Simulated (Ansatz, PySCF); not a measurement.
Reaction 6 R1 + R2 + R3 → 6 P1 + 2 P2, each structure at its B3LYP-D3(BJ)/def2-TZVP stationary point, reached from a drawn start (curvature not checked).
R1: F6Mo (SMILES [F][Mo]([F])([F])([F])([F])[F]), charge 0, multiplicity 1.
R2, Si2H6 (SMILES [SiH3][SiH3]) (charge 0, multiplicity 1):
```xyz
8

Si    -0.845    -0.686    -0.435
Si     0.845     0.686     0.435
H     -0.388    -1.333    -1.689
H     -1.202    -1.744     0.541
H     -2.058     0.115    -0.730
H      2.058    -0.115     0.730
H      1.202     1.744    -0.541
H      0.388     1.333     1.689
```
P1: F5HMo (SMILES [F][MoH]([F])([F])([F])[F]), charge 0, multiplicity 1.
P2: F3HSi (SMILES F[SiH](F)F), charge 0, multiplicity 1.
R3, H2 (SMILES [H][H]) (charge 0, multiplicity 1):
```xyz
2

H      0.000     0.000     0.372
H      0.000     0.000    -0.372
```

P less R. No zero-point or thermal terms; no spin–orbit coupling.

Correlated levels freeze the cores.

Programs: Ansatz (Gaussian basis) for Hartree–Fock, density functionals and correlated methods; PySCF for the D3/D4 terms. No computed number here is a measurement. Elements past Kr take the def2 small-core potentials, without spin–orbit coupling.

| level | reaction energy (kcal/mol) |
|---|---|
| BLYP-D3(BJ)/def2-TZVPP | 2.04 |
| r2SCAN-D3(BJ)/def2-TZVPP | -4.15 |
| B3LYP-D3(BJ)/def2-TZVPP | -28.17 |
| PBE0/def2-TZVPP | -33.24 |
| BHLYP-D3(BJ)/def2-TZVPP | -70.25 |
| CAM-B3LYP/def2-TZVPP | -40.32 |
| wB97X-V/def2-TZVPP | -32.40 |
| wB97M-V/def2-TZVPP | … |
| CCSD/def2-TZVPP | … |

Q: What belongs in the gaps?

A: 
- wB97M-V/def2-TZVPP, reaction energy (kcal/mol): -45.67
- CCSD/def2-TZVPP, reaction energy (kcal/mol): -83.13

Ansatz is a first-principles code.
